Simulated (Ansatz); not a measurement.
A nudged elastic band was laid between two geometries of CH₆ClNOSi₂ (12 atoms, charge 0, multiplicity 1).

Theory: RKS LDA/def2-SVP in Ansatz 0.2.0.

```json
{
  "movable images": "9",
  "climbing image": "yes",
  "spring": "5.0 eV/Å²",
  "optimiser": "quadratic models (default)",
  "start path": "through a guess of the saddle point",
  "force threshold": "0.03 eV/Å",
  "iteration limit": "60",
  "end points": "relaxed"
}
```

Image 0:

```xyz
12
Properties=species:S:1:pos:R:3
Si -1.099 -0.540 -1.327
N -0.077 -0.148 0.018
C 1.313 -0.514 0.279
O 1.589 0.298 1.412
Si 0.035 0.944 1.356
Cl -0.071 2.943 0.910
H -2.366 0.244 -1.130
H -1.419 -2.013 -1.382
H -0.458 -0.163 -2.641
H 1.999 -0.267 -0.572
H 1.438 -1.596 0.536
H -0.807 0.755 2.575
```

Image 10:

```xyz
12
Properties=species:S:1:pos:R:3
Si -1.107 -0.517 -1.329
N -0.103 -0.129 0.030
C 1.173 -0.702 0.454
O 1.537 0.206 1.486
Si 0.144 1.113 1.211
Cl 0.457 3.005 0.488
H -1.686 -1.906 -1.220
H -0.344 -0.440 -2.629
H -2.218 0.496 -1.327
H 1.941 -0.713 -0.362
H 1.072 -1.737 0.864
H -0.787 1.269 2.369
```

**Question.** Which bonds break or form, and what moves?

**Answer.** No bond is made or broken. The dihedral H8–Si1–N2–Si5 goes from -129 to 109°. The two ends are copies of one structure, up to a mirror image or an exchange of like atoms.

**Question.** What energy profile does the band end with?

**Answer.** The run converged. The highest image is number 5 of 0 to 10, 4.7 kJ/mol above the ends, which have the same energy within 2 meV. A vibrational analysis at the climbing image gives one clearly imaginary mode, 112i cm⁻¹: a first-order saddle point.

```csv
image,path coordinate (Å),energy (kJ/mol),dihedral H8–Si1–N2–Si5 (°)
0,0.00,0.0,-129
1,0.47,0.3,-141
2,0.94,1.3,-155
3,1.41,2.8,-167
4,1.88,4.1,-179
5,2.35,4.7,170
6,2.81,4.1,159
7,3.27,2.8,148
8,3.73,1.4,135
9,4.19,0.4,122
10,4.65,0.0,109
```

**Question.** What is the geometry of the highest image?

**Answer.** 
```xyz
12
Properties=species:S:1:pos:R:3:forces:R:3
Si -1.095 -0.583 -1.317 -0.01 0.00 0.00
N -0.118 -0.094 0.033 0.01 0.00 0.00
C 1.185 -0.624 0.442 -0.01 0.00 -0.01
O 1.526 0.291 1.473 0.01 0.00 0.01
Si 0.101 1.148 1.218 -0.01 0.00 0.00
Cl 0.343 3.055 0.501 0.00 0.00 0.00
H -2.479 -0.999 -0.887 0.00 0.00 0.00
H -0.396 -1.762 -1.942 0.00 0.00 0.00
H -1.239 0.513 -2.342 0.00 0.00 0.00
H 1.946 -0.605 -0.379 0.00 0.00 0.00
H 1.124 -1.664 0.848 0.00 0.00 0.00
H -0.822 1.269 2.387 0.00 0.00 0.00
```

**Question.** What are the harmonic wavenumbers there?

**Answer.** 112i, 45, 141, 154, 211, 319, 459, 533, 632, 665, 675, 711, 809, 840, 869, 891, 931, 1002, 1067, 1089, 1107, 1173, 1301, 1456, 2149, 2152, 2167, 2214, 2901, 2953 cm⁻¹.

Run time: 110 s on 2 threads of AMD EPYC 9R45 96-Core Processor (Zen 5), with other jobs on the host, peak memory 0.2 GiB.
